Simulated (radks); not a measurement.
Q: Isoelectronic series with 57 electrons, all held in the configuration [Xe] 5d1 6s2, which need not be the ground one along the series. Calculated with a radial shooting solver on a logarithmic mesh with Libxc functionals: Dirac Kohn-Sham, LDA (Slater exchange, Perdew-Wang correlation), spin-unpolarised, spherical densities, point nucleus; open shells are shared between the two j in proportion to 2j + 1. Total energies (hartree) and orbital eigenvalues (eV):

ion,E (hartree),5d5/2,5d3/2,6s1/2,5p3/2
La,-8491.0874,-3.1277,-3.3171,-3.8124,-21.6898
Ce+,-8858.1411,-11.4352,-11.7421,-10.0872,-33.1654
Pr2+,-9234.2362,-21.8200,-22.2539,-17.8161,-46.6150
Nd3+,-9619.4115,-33.9151,-34.4890,-26.7775,-61.7064
Pm4+,-10013.7167,-47.5467,-48.2751,-36.8621,-78.2895
Sm5+,-10417.2081,-62.6126,-63.5114,-48.0050,-96.2780
Eu6+,-10829.9469,-79.0453,-80.1317,-60.1630,-115.6156
Gd7+,-11251.9990,-96.7970,-98.0889,-73.3060,-136.2627
Dy9+,-12124.3264,-136.1221,-137.8839,-102.4655,-181.3749
Ho10+,-12574.7528,-157.6459,-159.6743,-118.4537,-205.8003
Er11+,-13034.7947,-180.3855,-182.7030,-135.3677,-231.4521
Tm12+,-13504.5370,-204.3262,-206.9564,-153.2009,-258.3190
Yb13+,-13984.0685,-229.4559,-232.4237,-171.9484,-286.3921
Lu14+,-14473.4817,-255.7641,-259.0956,-191.6071,-315.6637
Hf15+,-14972.8733,-283.2422,-286.9647,-212.1749,-346.1279
Ta16+,-15482.3442,-311.8826,-316.0247,-233.6509,-377.7795
W17+,-16001.9993,-341.6788,-346.2704,-256.0351,-410.6146
Re18+,-16531.9484,-372.6253,-377.6976,-279.3285,-444.6296
Os19+,-17072.3055,-404.7171,-410.3026,-303.5326,-479.8221
Ir20+,-17623.1900,-437.9498,-444.0825,-328.6496,-516.1898
Pt21+,-18184.7261,-472.3198,-479.0351,-354.6826,-553.7310

Estimate the row of Tb8+.

A: E (hartree) -11683.4342; 5d5/2 -115.8318; 5d3/2 -117.3485; 6s1/2 -87.4123; 5p3/2 -158.1899.
